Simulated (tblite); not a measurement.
C5H4ClFN (doublet state).
Z-matrix (Å and degrees, GFN2-xTB geometry), rows numbered from 1:
```
N 
C   1  1.2282
C   2  1.4589  1  127.42
C   3  1.3409  2  122.83  1   179.90
C   4  1.4403  3  123.19  2  -179.99
F   5  1.3462  4  115.90  3     0.08
C   5  1.3409  4  124.37  3  -179.90
Cl  7  1.7072  5  123.49  4   179.96
H   2  1.1023  1  119.54  3   180.00
H   3  1.0804  2  115.88  1    -0.10
H   4  1.0808  3  121.49  2     0.01
H   7  1.0774  5  121.03  4    -0.03
```

Calculated harmonic vibrations of the isolated species, GFN2-xTB (tblite), most abundant isotopes, no scaling. Against measured fundamentals such values can be off by several per cent, at times by over 20. One conformer, not necessarily the lowest. Open shells enter through the occupations alone, without spin polarisation, and single modes of such species can be off by tens of per cent.

Harmonic wavenumbers (cm⁻¹): 55.5, 93.8, 136.5, 162.4, 193.3, 292.2, 303.3, 314.4, 483.6, 534.7, 641.9, 743.3, 752.5, 804.9, 824.6, 909.3, 979.8, 1051.6, 1126.2, 1158.4, 1231.7, 1270.5, 1278.4, 1586.0, 1614.8, 1766.6, 2760.1, 3075.2, 3094.3, 3096.4.

A = 8879, B = 586.7, C = 550.3 MHz; mass 132.002 u (most abundant isotopes); point group Cs, symmetry number 1; spin multiplicity 2.

Task: Zero-point energy?

Result: ½Σν̃ = 16168 cm⁻¹ = 193.41 kJ/mol.

Task: What is S at 298.15 K and 1 bar for an ideal gas of classical rigid rotors and harmonic oscillators?

Result: Translation 169.75, rotation 121.78, vibration 96.45, spin (R ln 2) 5.76: S = 393.8 J/(mol K).

Task: And Cp and H(298.15 K) − H(0)?

Result: Cp = 129.78 J/(mol K), of which vibrations give 96.52 (their classical limit is 30 R = 249.4); H(298.15 K) − H(0) = 25.15 kJ/mol without the zero-point energy, 15.24 from vibrations.

Task: Blend soft modes into free rotors: weight 1/[1 + (100 cm⁻¹/ν̃)⁴] for the oscillator and the rest for a rotor with moment μB/(μ + B), μ = h/(8π²ν), B = 10⁻⁴⁴ kg m². What vibrational entropy results?

Result: 90.12 J/(mol K) in place of 96.45, which changes −T·S at 298.15 K by +1.89 kJ/mol.

Task: How do the functions run with temperature in this model?

Result: 
| T (K) | S (J/(mol K)) | Cp (J/(mol K)) | H − H(0) (kJ/mol) | G − H(0) (kJ/mol) | ln q(vib) |
| --- | --- | --- | --- | --- | --- |
| 100 | 288.5 | 71.3 | 5.04 | -23.81 | 1.26 |
| 200 | 347.8 | 102.1 | 13.76 | -55.79 | 3.39 |
| 300 | 394.6 | 130.3 | 25.39 | -92.97 | 5.49 |
| 500 | 472.4 | 175.4 | 56.27 | -179.95 | 9.46 |
| 800 | 564.4 | 214.9 | 115.44 | -336.09 | 14.82 |
| 1000 | 614.2 | 230.8 | 160.11 | -454.07 | 18.01 |

q(vib) and H(0) count from the zero-point level.

Task: Which modes carry the vibrational entropy at 298.15 K?

Result: 55.5 cm⁻¹: 19.29; 93.8 cm⁻¹: 14.98; 136.5 cm⁻¹: 11.93; 162.4 cm⁻¹: 10.55; 193.3 cm⁻¹: 9.19; 292.2 cm⁻¹: 6.11 J/(mol K); the other 24 give 24.40 together.

Hindered rotation and anharmonicity are outside this model. Other conformers, if any are populated, would add a mixing term that is left out.

Hardware: Intel Xeon at 2.50 GHz, one thread, on a shared host. Cost: 1.1 s wall. This covers the Hessian and the dipole derivatives.
